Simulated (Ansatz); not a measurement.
C2H6GaN at its PBE0-D4/def2-TZVP geometry, where that method's forces vanish. Charge 0, multiplicity 1. The bonds changed during the relaxation, so this is another structure than the one it started from.

```xyz
10

C    -0.3915   -0.0247    0.4248
C     0.4434   -1.0721   -0.2942
Ga    0.3901    2.8343    0.6639
N    -0.2913    1.2954   -0.1599
H    -1.4372   -0.3626    0.4626
H    -0.0651    0.0339    1.4715
H     0.3426   -2.0533    0.1790
H     0.1265   -1.1693   -1.3367
H     1.4990   -0.7905   -0.2919
H    -0.6165    1.3089   -1.1192
```

(1) What forces (eV/Å) does r2SCAN-D4/def2-TZVPP give on these atoms in Ansatz? (An estimate is asked.)

Results:

(1) Computed: 
```
C1  -0.089 -0.135  0.157
C2   0.083 -0.100 -0.076
Ga3 -0.011 -0.025 -0.009
N4   0.056  0.242 -0.011
H5  -0.010  0.000 -0.006
H6   0.004  0.019  0.002
H7   0.002  0.016 -0.008
H8   0.004  0.006  0.014
H9  -0.017 -0.006 -0.001
H10 -0.022 -0.016 -0.062
```
